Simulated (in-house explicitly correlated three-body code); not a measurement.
Computed with an exponentially correlated three-body code. Model: two electrons around a point charge, non-relativistic, variational in 260 exponentially correlated functions (energies converged to about 1e-7 hartree, or 1e-8 relative for large Z).

Command:
```bash
python run_hyl.py task.json out
```
Settings (lengths in bohr, energies in hartree):
```
Z                      10
nuclear_mass           7
interaction_strength   1
functions              260
states_tried           13
```

Cost of the run: 29 s on 1 thread of Intel(R) Xeon(R) Platinum 8488C (Sapphire Rapids), with other jobs on the host.

**Those bound S and P states to n = 4 that converged, binding against the one-electron ion.**

Given: nuclear charge 10; mass of the centre 7 electron masses.

Computed: one-electron threshold -43.75 hartree.

```json
{"term": "1 1S", "energy (hartree)": "-82.2870592", "binding (eV)": "1048.6"}
{"term": "2 3P", "energy (hartree)": "-53.6605547", "binding (eV)": "269.68"}
{"term": "2 3S", "energy (hartree)": "-53.1143852", "binding (eV)": "254.82"}
{"term": "2 1P", "energy (hartree)": "-52.0295714", "binding (eV)": "225.3"}
{"term": "3 3P", "energy (hartree)": "-47.9525843", "binding (eV)": "114.36"}
{"term": "3 3S", "energy (hartree)": "?", "binding (eV)": "?"}
{"term": "3 1S", "energy (hartree)": "-47.7901555", "binding (eV)": "109.94"}
{"term": "4 3S", "energy (hartree)": "?", "binding (eV)": "?"}
{"term": "4 1S", "energy (hartree)": "-46.016765", "binding (eV)": "61.682"}
```

What belongs in the row 3 3S?

energy (hartree): -47.8521846; binding (eV): 111.63.

What belongs in the row 4 3S?

energy (hartree): -46.0422483; binding (eV): 62.375.

**Converged states only, values per electron or pair.**

```json
{"term": "1 1S", "mean r (bohr)": "0.17763", "mean r squared (bohr²)": "0.04226", "mean inverse r (1/bohr)": "8.496", "mean r12 (bohr)": "0.25437", "mean inverse r12 (1/bohr)": "5.3451", "mean cosine": "0.036494", "mean p1 dot p2 (bohr⁻²)": "-2.6097", "delta r1 (bohr⁻³)": "200.36", "delta r12 (bohr⁻³)": "23.502"}
{"term": "2 3P", "mean r (bohr)": "0.3686", "mean r squared (bohr²)": "0.21273", "mean inverse r (1/bohr)": "5.4668", "mean r12 (bohr)": "0.60505", "mean inverse r12 (1/bohr)": "2.0152", "mean cosine": "-0.058171", "mean p1 dot p2 (bohr⁻²)": "-7.5741", "delta r1 (bohr⁻³)": "105.24", "delta r12 (bohr⁻³)": "-"}
{"term": "2 3S", "mean r (bohr)": "?", "mean r squared (bohr²)": "?", "mean inverse r (1/bohr)": "?", "mean r12 (bohr)": "?", "mean inverse r12 (1/bohr)": "?", "mean cosine": "?", "mean p1 dot p2 (bohr⁻²)": "?", "delta r1 (bohr⁻³)": "?", "delta r12 (bohr⁻³)": "-"}
{"term": "2 1P", "mean r (bohr)": "0.42955", "mean r squared (bohr²)": "0.30118", "mean inverse r (1/bohr)": "5.2956", "mean r12 (bohr)": "0.69749", "mean inverse r12 (1/bohr)": "1.8521", "mean cosine": "0.065887", "mean p1 dot p2 (bohr⁻²)": "2.6202", "delta r1 (bohr⁻³)": "107.86", "delta r12 (bohr⁻³)": "0.7505"}
{"term": "3 3P", "mean r (bohr)": "0.83084", "mean r squared (bohr²)": "1.2955", "mean inverse r (1/bohr)": "4.8391", "mean r12 (bohr)": "1.5029", "mean inverse r12 (1/bohr)": "0.87584", "mean cosine": "-0.0053743", "mean p1 dot p2 (bohr⁻²)": "-1.9209", "delta r1 (bohr⁻³)": "106.6", "delta r12 (bohr⁻³)": "-"}
{"term": "3 3S", "mean r (bohr)": "0.90926", "mean r squared (bohr²)": "1.5597", "mean inverse r (1/bohr)": "4.8238", "mean r12 (bohr)": "1.6569", "mean inverse r12 (1/bohr)": "0.77184", "mean cosine": "0.0098913", "mean p1 dot p2 (bohr⁻²)": "-0.48283", "delta r1 (bohr⁻³)": "109.88", "delta r12 (bohr⁻³)": "-"}
{"term": "3 1S", "mean r (bohr)": "0.92125", "mean r squared (bohr²)": "1.6056", "mean inverse r (1/bohr)": "4.8215", "mean r12 (bohr)": "1.6795", "mean inverse r12 (1/bohr)": "0.84958", "mean cosine": "0.006105", "mean p1 dot p2 (bohr⁻²)": "-0.83403", "delta r1 (bohr⁻³)": "109.79", "delta r12 (bohr⁻³)": "1.2536"}
{"term": "4 3S", "mean r (bohr)": "?", "mean r squared (bohr²)": "?", "mean inverse r (1/bohr)": "?", "mean r12 (bohr)": "?", "mean inverse r12 (1/bohr)": "?", "mean cosine": "?", "mean p1 dot p2 (bohr⁻²)": "?", "delta r1 (bohr⁻³)": "?", "delta r12 (bohr⁻³)": "-"}
{"term": "4 1S", "mean r (bohr)": "1.5748", "mean r squared (bohr²)": "5.0086", "mean inverse r (1/bohr)": "4.6258", "mean r12 (bohr)": "2.9829", "mean inverse r12 (1/bohr)": "0.48331", "mean cosine": "0.0043852", "mean p1 dot p2 (bohr⁻²)": "-0.47165", "delta r1 (bohr⁻³)": "107.95", "delta r12 (bohr⁻³)": "0.52379"}
```

What belongs in the row 2 3S?

mean r (bohr): 0.44767; mean r squared (bohr²): 0.32472; mean inverse r (1/bohr): 5.3901; mean r12 (bohr): 0.7472; mean inverse r12 (1/bohr): 1.574; mean cosine: 0.02164; mean p1 dot p2 (bohr⁻²): -0.48428; delta r1 (bohr⁻³): 117.85.

What belongs in the row 4 3S?

mean r (bohr): 1.5586; mean r squared (bohr²): 4.9003; mean inverse r (1/bohr): 4.6268; mean r12 (bohr): 2.9512; mean inverse r12 (1/bohr): 0.45192; mean cosine: 0.0058732; mean p1 dot p2 (bohr⁻²): -0.334; delta r1 (bohr⁻³): 107.99.
